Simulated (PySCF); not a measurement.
Compound: C5H12O2Si.
SMILES: `C=CO[SiH2]OC(C)C`

Torsions of this conformer, `[CH2:1]=[CH:2][O:3][SiH2:4][O:5][CH:6]([CH3:7])[CH3:8]`: C1–C2–O3–Si4 -8°, C2–O3–Si4–O5 -175°, O3–Si4–O5–C6 61°, Si4–O5–C6–C7 98°.

The closed-shell ground state was solved at several levels (PySCF, density fitting, gas phase, non-relativistic). The structure is a single PBE0-D3(BJ)/def2-SVP conformer in the gas phase; no vibrational or solvent corrections.

| level | basis functions | total energy (Eh) | HOMO (eV) | LUMO (eV) | gap (eV) | dipole (D) |
| --- | --- | --- | --- | --- | --- | --- |
| CAM-B3LYP/def2-SVPD | 266 | -637.2602 | -8.31 | 1.23 | 9.54 | 1.16 |
| PBE0/pcSseg-1 | 203 | -637.1664 | -6.93 | 0.67 | 7.60 | 1.17 |

Question: Estimate the row for wB97X-D/pcSseg-1, a basis of 203 functions; the other rows only guide the guess.

Answer: Total energy -637.5759 Eh, HOMO -8.81 eV, LUMO 2.50 eV, gap 11.31 eV, dipole 1.19 D.

Question: Over all these levels, which gives the widest orbital gap and which the narrowest?

Answer: wB97X-D/pcSseg-1 (range-separated hybrid) has the widest, 11.31 eV, and PBE0/pcSseg-1 (global hybrid, 25 % exact exchange) the narrowest, 7.60 eV. The two share the basis. From the narrowest to the widest the HOMO moves by -1.88 eV and the LUMO by +1.83 eV.

Question: How far do the dipole and the HOMO energy spread over the levels?

Answer: The dipole runs from 1.16 to 1.19 D (mean 1.17 D) and the HOMO from -8.81 to -6.93 eV.

The pairwise dispersion term of wB97X-D wasn't added to the energies; at a given geometry it leaves orbitals and properties as they are.
